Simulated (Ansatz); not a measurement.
CH$_{9}$AlOSi$_{2}$ (`[CH3][Al]([SiH3])[O][SiH3]`), relaxed with RKS PBE0-D4/def2-TZVP in Ansatz from a PBE-D4/def2-SVP geometry. The force threshold is 0.005 eV/Å; the program also tests the step.

The species carries charge 0 and has multiplicity 1.

Start:

```xyz
14

C    -0.072    1.969    1.438
Al    0.165    0.278    0.473
Si    1.380   -1.683    1.328
O    -0.527    0.130   -1.096
Si   -1.223   -0.232   -2.561
H    -0.193    2.827    0.745
H     0.771    2.184    2.128
H    -0.993    1.919    2.061
H     0.789   -2.986    0.848
H     2.822   -1.660    0.871
H     1.411   -1.720    2.837
H    -1.424   -1.719   -2.708
H    -0.339    0.250   -3.684
H    -2.567    0.440   -2.679
```

Task: How much energy does the relaxation release, and in how many steps? (An estimate is asked.)

Result: Ansatz gave: 1.90 kcal/mol, in 49 steps, 2 of them rejected.

Task: Which bonds change most? (Best estimate.)

Result: Computed: O4–Si5 from 1.662 to 1.624 Å; Al2–O4 from 1.721 to 1.692 Å; Si5–H13 from 1.508 to 1.487 Å; Si5–H14 from 1.508 to 1.487 Å.

Task: Give the relaxed structure. (An estimate is asked.)

Result: Computed: 
```xyz
14

C    -0.040    2.031    1.482
Al    0.082    0.372    0.477
Si    1.155   -1.695    1.253
O    -0.596    0.307   -1.073
Si   -1.044   -0.269   -2.523
H    -0.451    2.847    0.882
H     0.941    2.339    1.857
H    -0.681    1.902    2.361
H     0.258   -2.874    1.077
H     2.396   -1.974    0.472
H     1.544   -1.639    2.691
H    -0.550   -1.660   -2.720
H    -0.488    0.588   -3.604
H    -2.528   -0.274   -2.631
```
